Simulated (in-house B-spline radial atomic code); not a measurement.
A fraction x of an electron is removed from 3p in the argon ion Ar⁵⁺, starting from [Ne] 3s2 3p1 and keeping the highest spin. Method: non-relativistic M06-2X, spin-polarised, spherical fractional occupations, point nucleus. Calculated with a radial B-spline atomic code at the basis-set limit.

Caution: exact exchange at fractional occupations of open shells leaves self-interaction of up to several eV.

```tsv
x	E(x) - E(0) (eV)	3p up level (eV)
0	0.0000	-81.460
0.02	1.6319	-81.734
0.16	13.2092	-83.657
0.36	30.2154	-86.405
0.41	34.5528	-87.091
0.5	42.4466	-88.326
0.53	45.1025	-88.736
0.74	64.0388	-91.607
0.81	70.4847	-92.562
0.95	83.5771	-94.471
1	88.3176	-
```

The exact functional would give a straight line between the two integer points. Deviations E(x) - E(0) - x[E(1) - E(0)], in eV: -0.134 at x = 0.02, -0.922 at x = 0.16, -1.579 at x = 0.36, -1.657 at x = 0.41, -1.712 at x = 0.5, -1.706 at x = 0.53, -1.316 at x = 0.74, -1.053 at x = 0.81, -0.325 at x = 0.95.

The curve lies below the straight line by up to 1.712 eV (at x = 0.5): convex, the delocalisation error, to which spherically averaged exact exchange adds.

**Question.** How well does Slater's transition state (minus the level at half occupation) give the ionisation energy?

**Answer.** It gives 88.326 eV against 88.318 eV from the two total energies; NIST lists 91.29 eV, ground level to ground level. The end point has an open shell averaged over its orbitals, so its exact exchange keeps a self-interaction and this is no true integer point.
